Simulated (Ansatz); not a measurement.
Abridged output of a molecular run in Ansatz:

```
Functional definition: HF
  name "HF"
  cite "Fock, Z. Phys. 61, 126 (1930) doi:10.1007/BF01340294"
  parent pbe
  exchange = exact_x
  correlation = 0
2136 factors; integrals over basis functions are off by at most 9.1e-4 eV
mean field evaluation 1: about -32804.8164 eV, gradient 5.4e1 eV
mean field evaluation 2: about -32805.2968 eV, gradient 5.4e1 eV
mean field evaluation 4: about -32811.4387 eV, gradient 4.9e0 eV
mean field evaluation 8: about -32811.5413 eV, gradient 3.2e-1 eV
mean field evaluation 16: about -32811.5419 eV, gradient 1.1e-6 eV
mean field -32811.54193253 eV, -1205.8019255586 hartree, gradient 1.1e-6 eV, S^2 0.000000; 0 other end points of the search recorded, 0 dependent functions left out
19 core orbitals not correlated: weight in the atoms' cores, before any rotation towards them, 1.000 or more for the frozen orbitals, at most 0.000 for the correlated occupied ones
reference -32811.54193253 eV, -1205.8019255586 hartree; 21, 21 occupied and 322, 322 virtual orbitals, 2136 factors
second order -33.25410944 eV of doubles, -0.00000000 eV of singles
cycle   1  -33.84251567 eV  change   -5.9e-1 eV  update   1.3e-1
cycle   2  -34.66867540 eV  change   -8.3e-1 eV  update   3.7e-2
cycle   3  -34.84851106 eV  change   -1.8e-1 eV  update   1.9e-2
cycle   4  -34.83150603 eV  change    1.7e-2 eV  update   4.6e-3
cycle   5  -34.83024805 eV  change    1.3e-3 eV  update   2.0e-3
cycle   6  -34.83141169 eV  change   -1.2e-3 eV  update   5.6e-4
cycle   7  -34.83110914 eV  change    3.0e-4 eV  update   2.1e-4
cycle   8  -34.83103825 eV  change    7.1e-5 eV  update   7.0e-5
cycle   9  -34.83107125 eV  change   -3.3e-5 eV  update   3.0e-5
perturbative correction -1.46854026 eV, -0.0539678593 hartree
Total energy: -32847.84154404 eV, -1207.1359116769 hartree
```

Its atoms:

```xyz
15

C     3.062   -0.209    0.033
C     2.103   -0.926   -0.544
Si    0.323   -0.440   -0.605
O    -0.574   -1.738   -0.162
S     0.026    1.232    0.724
Si   -2.061    1.401    0.381
O    -2.860    0.000    0.763
H     2.853    0.729    0.539
H     4.100   -0.529    0.030
H     2.376   -1.860   -1.033
H    -0.090    0.015   -1.960
H    -1.511   -1.560   -0.023
H    -2.369    1.599   -1.052
H    -2.524    2.535    1.216
H    -2.855   -0.249    1.691
```

(1) Which basis set was used?
A. def2-TZVPP
B. def2-SVPD
C. cc-pV(D+d)Z
D. def2-QZVPP

(2) Write the keys of the input that set method, charge and spin (a neutral closed shell needs none for the last two).

## Answers

(1) A. It gives 362 functions.

(2) 
```yaml
correlation: {method: ccsd_t}
```
